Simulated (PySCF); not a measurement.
CH8GeOSi, SMILES C[SiH2][O][GeH3].

Coordinates come from a TPSSh-D3(BJ)/def2-SVP optimisation. The structure was generated by enumeration, and PubChem lists no compound with its InChIKey, so it may never have been made. One conformer was computed; it need not be the lowest.

These are PBE/def2-TZVP in PySCF values and carry that method's errors.

Symmetry labels are those of the subgroup Cs that the program uses (full group Cs).

Computed valence orbital energies around the gap with their symmetry:
```tsv
orbital	symmetry	energy (eV)
HOMO−7	A"	-9.99
HOMO−6	A'	-9.43
HOMO−5	A'	-9.22
HOMO−4	A"	-9.17
HOMO−3	A"	-8.06
HOMO−2	A'	-8.00
HOMO−1	A'	-7.06
HOMO	A"	-6.79
LUMO	A'	-0.86
LUMO+1	A'	0.00
LUMO+2	A'	0.35
LUMO+3	A'	0.84
```
